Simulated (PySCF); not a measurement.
Bonds (- single, = double, # triple, : aromatic): O1=S2 1.441 Å, S2=O3 1.440 Å, S2-Cl4 2.068 Å, S2-C5 1.875 Å, C5-F6 1.315 Å, C5-F7 1.311 Å, C5-F8 1.312 Å.

Geometry: PBE0-D3(BJ)/def2-SVP; GIAO shifts from PySCF 2.14, gas phase, non-relativistic, averaged over equivalent atoms.

At PBE0/pcSseg-0 (80 basis functions, 6.7 s wall time on 1 thread of an Arm Neoverse V1, shared host):
```csv
atoms,δ (ppm)
O1/O3,384.7
S2,399.7
Cl4,697.6
C5,149.2
F6/F7/F8,-72.3
```

Referencing at the same level of theory: 17O (σref 337.86) against H2O; 33S (σref 515.45) against CS2; 35Cl (σref 952.40) against HCl; TMS for 13C (σref 193.52); CFCl3 for 19F (σref 178.37).

Question: Predict the values at PBE0/pcSseg-2 on the same geometry.

Answer: 
```
   atoms  δ at PBE0/pcSseg-2  change
   O1/O3               295.5   -89.2
      S2               364.3   -35.4
     Cl4               624.4   -73.2
      C5               129.8   -19.4
F6/F7/F8               -83.9   -11.6
```

References, each an isolated molecule treated in the same way: 17O (σref 328.15) against H2O; 33S (σref 502.94) against CS2; HCl for 35Cl (σref 940.85); TMS for 13C (σref 184.13); CFCl3 for 19F (σref 175.81).

The largest change is at O1/O3 (S=O oxygen). Cost: 302 basis functions, 52 s wall time on 1 thread of an Arm Neoverse V1, shared host.

Unscaled 19F shifts against computed CFCl3 carry errors that often reach 10 to 50 ppm. Unscaled 17O shifts of doubly bonded oxygen tend to come out too high, by tens of ppm or more. Experimental scales use liquid or dissolved standards, which lie at an offset from isolated H2O (liquid H2O: subtract about 36 ppm).
